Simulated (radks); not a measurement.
The numbers below are computed, except where a source is named.
S II, 15 electrons, occupied as [Ne] 3s2 3p3.

Level of theory: scalar-relativistic Kohn-Sham, exchange-only LDA, spin-polarised, spherical densities, point nucleus; open shells are filled with parallel spins first (a radial shooting solver on a logarithmic mesh with Libxc functionals).

Energy parts (hartree):
part                  energy
total             -396.31580
kinetic            398.33125
electron-nucleus  -942.38539
Hartree            170.53420
exchange           -22.79587

Orbitals (lengths in bohr, moments of r in powers of bohr):
| orbital | occ. | eigenvalue (hartree) | <r^4> |
|---|---|---|---|
| 1s up | 1 | -88.43751 | 0.0004169 |
| 1s down | 1 | -88.41853 | 0.0004167 |
| 2s up | 1 | -8.10414 | 0.1390 |
| 2s down | 1 | -8.08110 | 0.1372 |
| 2p up | 3 | -6.11206 | 0.1323 |
| 2p down | 3 | -6.08378 | 0.1298 |
| 3s up | 1 | -1.01774 | 15.75 |
| 3s down | 1 | -0.86625 | 17.10 |
| 3p up | 3 | -0.62247 | 31.10 |
| 3p down | 0 | -0.47884 | 39.63 |
| 4s up | 0 | -0.18699 | 1020 |
| 4s down | 0 | -0.14693 | 1821 |
| 3d up | 0 | -0.14633 | 430.5 |
| 3d down | 0 | -0.07573 | 4552 |

The highest occupied level is 3p up at -16.938 eV. Summed over all electrons, <r^2> = 20.94 bohr^2, which gives a Langevin (diamagnetic) susceptibility term of -16.6 x 10^-6 cm^3/mol. For comparison, the ionisation energy in NIST's Atomic Spectra Database is 23.338 eV (measured). In exact Kohn-Sham theory the highest level is minus the ionisation energy, but local and semilocal functionals leave it too shallow, through self-interaction and a potential that decays too fast; potentials with the right tail come closer.
